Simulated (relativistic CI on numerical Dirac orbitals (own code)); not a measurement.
## What each ingredient does to the levels of Dy24+

Base calculation: Dirac-Coulomb-Breit CI, orbitals from a KLI potential per configuration, model QED, unscaled Slater integrals.

CI space (outside the closed core [Ar] 3d10): 4s2 4p6 4d6, 4s2 4p5 4d7, 4s2 4p6 4d5 4f, 4s2 4p4 4d8, 4s 4p6 4d7, 4p6 4d8, 4s 4p6 4d6 4f, 4s2 4p6 4d5 5s, 4s2 4p6 4d5 5p, 4s2 4p6 4d5 5d, 4s2 4p6 4d4 5s2, 4s2 4p4 4d7 5s, 4s2 4p6 4d5 6s, 4s 4p6 4d6 5s, 4s 4p6 4d5 5s2, 4p6 4d7 5s. Levels of other configurations are missing.

The lowest level and the first level of each name with at least 55 % of one term (blank where a level has no safe partner in the second run):

```
            Level  Base (cm⁻¹)  Shift (cm⁻¹)
 4s2 4p6 4d6 5D_4            0             0
 4s2 4p6 4d6 5D_3        51426          -182
 4s2 4p6 4d6 5D_1        61508          -183
 4s2 4p6 4d6 3G_5        88279          -159
 4s2 4p6 4d6 3H_6        90528          -165
 4s2 4p6 4d6 3D_1       129891          -192
 4s2 4p6 4d6 3P_0       131404          -186
 4s2 4p6 4d6 3H_5       157678          -351
 4s2 4p6 4d6 1I_6       171655          -348
 4s2 4p6 4d6 3P_1       182817          -322
 4s2 4p6 4d6 1G_4       190866          -331
4s2 4p5 4d7 5G°_6      1071576          +617
4s2 4p5 4d7 3D°_3      1097813          +587
4s2 4p5 4d7 5G°_5      1142210          +433
4s2 4p5 4d7 3H°_6      1165286          +435
```

At this charge energies of transitions that change n are usually good to better than 1 %, and those within a shell (Δn = 0) to a few per cent. Terms inside the open d or f shell come out 10 to 20 % too wide with unscaled integrals.

Q: One thing was changed in a second run, which moved the levels as shown. Which?
A. configuration mixing switched off
B. QED terms removed
C. Breit term removed
D. non-relativistic limit

A: B. QED terms removed. QED shifts follow the density of s (and p1/2) electrons at the nucleus, so configurations move by their count of such electrons; where none moves, the smaller shifts of p3/2 electrons and of j = l + 1/2 against j = l − 1/2 set the pattern.

LS names give the leading component of a level, which can be under half, so a name can repeat, a term be missing and a line seem to break the LS rules.
